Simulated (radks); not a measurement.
Results of a calculation; reference values are marked as such.
The zinc ion Zn2+ inside a hard spherical wall (all orbitals vanish at R), configuration held at [Ar] 3d10 and not refilled when levels cross. Level of theory: non-relativistic Kohn-Sham, PBE, spin-polarised, spherical densities, point nucleus (a radial shooting solver on a logarithmic mesh with Libxc functionals). Eigenvalues in eV for spin up, with the zero of energy where the potential of the charges vanishes at infinity; a dash marks a level that is unbound or too diffuse for the functional's potential to be trusted. A positive occupied level is held by the wall or, in an anion where self-interaction has pushed it up, behind a barrier. The pressure on the wall is -dE/dV.

R (bohr)  E (hartree)  kinetic (hartree)    e(2p)    e(3s)    e(3p)    e(3d)  e(4s, empty)  e(4p, empty)  pressure (GPa)
free      -1778.16302           1776.951  -1018.2  -145.71  -103.07  -31.081       -22.591       -15.537               0
20        -1778.16302           1776.951  -1018.2  -145.71  -103.07  -31.081       -22.591       -15.537        < 0.0001
15        -1778.16302           1776.951  -1018.2  -145.71  -103.07  -31.081       -22.591       -15.537        < 0.0001
12        -1778.16302           1776.951  -1018.2  -145.71  -103.07  -31.081       -22.591       -15.537        < 0.0001
7         -1778.16301           1776.951  -1018.2  -145.71  -103.07  -31.081       -22.586       -15.496        0.000412
6         -1778.16297           1776.951  -1018.2  -145.71  -103.07  -31.077       -22.554       -15.348         0.00804
3         -1778.06176           1777.609  -1015.2  -143.26  -100.66  -28.625       -13.709        -2.035            66.5
2.5       -1777.79634           1778.993  -1010.4  -139.56  -97.029  -24.667        -0.799        13.806             363
1.5       -1770.67757           1809.344  -953.19  -100.66  -56.562   22.066        155.48        178.29           27700
